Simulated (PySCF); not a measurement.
technetium atom (Tc), sextet (core potentials on Tc). Base run: B3LYP/def2-SV(P) (PySCF).

The PySCF input:
```python
from pyscf import gto, scf, dft

mol = gto.M(
    atom='''
Tc    0.000000    0.000000    0.000000
''',
    basis='def2-sv(p)',
    ecp={'Tc': 'def2-sv(p)'},
    charge=0,
    spin=5,
    verbose=3,
)

mf = dft.UKS(mol)
mf.xc = 'b3lyp'
mf.kernel()
```

Variants of this job, named by their change:

```
change                                     ΔE vs base (µEh)  grid points  electrons on the grid                outcome
-----------------------------------------  ----------------  -----------  ---------------------  ---------------------
base                                                    0.0        22176               15.00000              converged
grids.prune = dft.gen_grid.treutler_prune              -0.3        22072               15.00000              converged
grids.atom_grid = (30, 110)                           -62.7         2424               15.00000              converged
grids.atom_grid = (150, 974)                           -0.1        73144               15.00000              converged
grids.atom_grid = (75, 302)                             0.1        13440               15.00000              converged
grids.radi_method = delley                              0.0        21016               15.00000              converged
grids.level = 2                                        -0.2        14224               15.00000              converged
grids.level = 4                                        -0.1        32512               15.00000              converged
grids.prune = dft.gen_grid.sg1_prune                      -            -                      -  stopped with an error
grids.becke_scheme = stratmann                          0.0        22176               15.00000              converged
grids.atom_grid = (99, 590)                            -0.1        29472               15.00000              converged
```

Open shells are given as the SCF converged; they aren't shown to be the lowest states, and a large step between rows can be another state.

- grids.prune = dft.gen_grid.sg1_prune: ended with `IndexError: index 43 is out of bounds for axis 0 with size 19`
